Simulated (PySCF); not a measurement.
**Core-level binding energies of `c1ccn(C2[SiH2]C[SiH2]2)c1`**

Species: C6H11NSi2.
Structure used (PBE0-D3(BJ)/def2-SVP), in Å, numbered top down from 1:
```
atom  x, y, z in Å
C1     2.3878   -0.6543   -0.4970
C2     2.1931    0.7481   -0.6041
C3     0.8314    0.9712   -0.5975
N4     0.1962   -0.2378   -0.4913
C5    -1.2246   -0.4308   -0.4449
Si6   -2.3707    0.3865    0.8671
C7    -3.7672    0.3841   -0.4228
Si8   -2.4385    0.2464   -1.7747
C9     1.1368   -1.2315   -0.4291
H10    3.3370   -1.1860   -0.4720
H11    2.9626    1.5140   -0.6797
H12    0.2625    1.8964   -0.6618
H13   -1.4304   -1.5143   -0.3822
H14   -1.9167    1.7746    1.1783
H15   -2.5970   -0.3655    2.1395
H16   -4.3773   -0.5318   -0.3577
H17   -4.4407    1.2515   -0.4530
H18   -2.7235   -0.6322   -2.9506
H19   -2.0078    1.5946   -2.2509
H20    0.8368   -2.2739   -0.3400
```

Method: PySCF 2.14.0, delta-SCF UKS SCAN, pcX-2 on the ionised atom, pcseg-1 elsewhere, spin-free X2C. Vertical ΔSCF values, vacuum level as zero.

Give the core binding energies atom by atom.

```
atom(s)                          environment     level  binding energy (eV)  2p1/2 (eV)  above the level's lowest (eV)  count
  C1/C2                   aromatic CH carbon      C 1s               289.37           –                           0.00      2
  C3/C9  aromatic CH next to a ring nitrogen      C 1s               290.15           –                          +0.78      2
     N4                pyrrole-type nitrogen      N 1s               405.74           –                           0.00      1
     C5         sp3 carbon bound to nitrogen      C 1s               290.76           –                          +1.39      1
Si6/Si8                         SiH2 silicon  Si 2p3/2               106.58      107.20                           0.00      2
Si6/Si8                         SiH2 silicon     Si 1s              1846.35           –                           0.00      2
     C7          sp3 carbon bound to silicon      C 1s               289.86           –                          +0.49      1
```

Lowest listed C 1s: C1/C2, bonded to 2 C (aromatic in the SMILES) and H. Highest, 1.39 eV above it: C5, bonded to N, H and 2 Si. Summing the Pauling electronegativity differences to the bonded atoms, each weighted by its formal bond order, gives -0.35 for the lowest site and -1.16 for the highest; the largest sum, +0.39, belongs to C3/C9, 0.61 eV below the top. The smallest sum, -2.00, belongs to C7, 0.49 eV above the lowest.

Which effective nuclear charge Zeff reproduces each element's mean 1s value in the hydrogen-like formula E = 13.606 eV × Zeff²?

C (Z = 6): mean 289.9 eV, Zeff = 4.62, Z − Zeff = 1.38; N (Z = 7): mean 405.7 eV, Zeff = 5.46, Z − Zeff = 1.54; Si (Z = 14): mean 1846.3 eV, Zeff = 11.65, Z − Zeff = 2.35. Means run over the listed sites, weighted by atom count.

Topologically equivalent atoms share the value of their first member; where this conformer doesn't relate them by symmetry, their own values could differ. The 2p values add to the ΔSCF energy of one spin-free hole a correction within the shell (spin–orbit coupling, ligand field). 2p1/2 minus 2p3/2 (ligand field included): Si 0.62 eV. Geometry: PBE0-D3(BJ)/def2-SVP, one conformer, isolated molecule.
